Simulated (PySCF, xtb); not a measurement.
C6H18BN3, SMILES CN(B(N(C)C)N(C)C)C. One conformer was computed; it need not be the lowest.

Harmonic wavenumbers (cm⁻¹) from xtb with GFN2-xTB at its own minimum, in rising order: 70, 70, 141, 147, 151, 151, 215, 217, 217, 223, 242, 243, 291, 291, 300, 339, 344, 344, 473, 473, 560, 611, 934, 934, 1049, 1052, 1052, 1054, 1100, 1100, 1104, 1121, 1121, 1132, 1134, 1134, 1206, 1225, 1225, 1319, 1380, 1380, 1409, 1415, 1415, 1422, 1432, 1432, 1476, 1476, 1482, 1494, 1496, 1496, 1509, 1509, 1511, 1516, 1525, 1525, 2858, 2858, 2858, 2860, 2861, 2862, 2895, 2896, 2896, 2903, 2904, 2909, 3056, 3056, 3056, 3058, 3058, 3058.

Question: What does PBE0-D3(BJ)/def2-SVP (PySCF) give at its own minimum? (The exact figures need the calculation; the answer reports its results.)

Answer: 89, 89, 137, 151, 151, 156, 231, 232, 237, 237, 262, 262, 293, 294, 328, 335, 358, 358, 491, 491, 613, 682, 957, 957, 1063, 1079, 1079, 1081, 1118, 1118, 1121, 1142, 1142, 1170, 1173, 1173, 1281, 1304, 1304, 1365, 1417, 1418, 1418, 1434, 1434, 1450, 1450, 1450, 1458, 1458, 1458, 1463, 1467, 1467, 1481, 1481, 1481, 1509, 1550, 1550, 2980, 2981, 2981, 2986, 2986, 2993, 3033, 3033, 3034, 3042, 3042, 3042, 3164, 3165, 3165, 3166, 3166, 3166. Paired by order, the mean absolute difference is 47 cm⁻¹ and the zero-point energies are 154.8 and 159.4 kcal/mol.
